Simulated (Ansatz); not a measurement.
A run for Ansatz (an electronic-structure program): R-PBE/def2-TZVPPD on H5NSe (a complex), monomers drawn apart or pushed together. Files ending in .json are basis or fitting sets from the Basis Set Exchange.

Ansatz 0.2 input:
```yaml
crystal:
  periodic: [false, false, false]
  atoms:
    - {symbol: N, position_ang: [-0.06812484, -0.19824362, 0.01565491]}
    - {symbol: H, position_ang: [-0.97935394, -0.30565649, -0.41507422]}
    - {symbol: H, position_ang: [0.38346057, 0.60051671, -0.41481351]}
    - {symbol: H, position_ang: [0.47875980, -1.02166890, -0.20822339]}
    - {symbol: Se, position_ang: [-0.36285835, 0.18461909, 3.40285980]}
    - {symbol: H, position_ang: [0.96491181, 0.80432407, 3.52404106]}
    - {symbol: H, position_ang: [-0.21236245, 0.03197720, 1.93143493]}
basis:
  gaussian:
    orbitals: def2-TZVPPD.json
hamiltonian:
  xc: {name: PBE}
scf: {lower_state_search: off}
```

The head of its log:

```
WARN ansatz: RAYON_NUM_THREADS=2 ignored (pool sized by the plan → 2); use --threads N
Functional definition: PBE
these checks for a lower state are left out or cut short: stability, starts, cluster_reference, orbital_swaps, neighbouring_geometries, increment
integrals: 0.07 GiB planned
897 factors; their error is unknown
mean field: 0.60 GiB planned
mean field evaluation 1: about -66901.9004 eV, gradient 6.6e1 eV
mean field evaluation 2: about -66874.5473 eV, gradient 1.2e2 eV
```

Question: Give the final energy of this run.

Answer: -2458.9030 hartree.
